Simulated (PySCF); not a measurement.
A structure optimised at PBE0-D3(BJ)/def2-SVP, used in a PySCF frequency run:

```
C
O 1 1.3938
C 2 1.3905 1 113.35
H 3 1.0991 2 108.03 1 179.72
H 3 1.1087 4 108.42 2 -121.67
H 3 1.1095 4 108.38 5 -116.57
H 1 1.1097 2 111.11 3 55.56
H 1 1.1111 7 107.20 2 121.41
C 1 1.5053 7 108.76 8 117.67
O 9 1.3938 1 109.76 7 49.66
C 10 1.3905 9 113.35 1 175.88
H 11 1.0991 10 108.03 9 179.72
H 11 1.1087 12 108.42 10 -121.67
H 11 1.1095 12 108.38 13 -116.57
H 9 1.1097 10 111.11 11 55.56
H 9 1.1111 15 107.20 10 121.41
```

Task: Write its SMILES, formula and point group.

Result: COCCOC, C₄H₁₀O₂, C2

Task: What are its rotational constants (standard atomic weights)?

Result: 11.222, 1.5496, 1.4591 GHz
